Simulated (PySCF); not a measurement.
A structure optimised at ωB97X-D3(BJ)/def2-SVP, used in a PySCF frequency run:

```
Si
H 1 1.4747
Br 1 2.1962 2 109.47
Br 1 2.1962 2 109.47 3 120.00
Br 1 2.1962 2 109.47 3 -120.00
```
Charge 0, spin multiplicity 1.

Task: Write its SMILES, formula and point group.

Result: Br[SiH](Br)Br, Br3HSi, C3v

Task: What are its rotational constants (standard atomic weights)?

Result: 0.95013, 0.95013, 0.49173 GHz
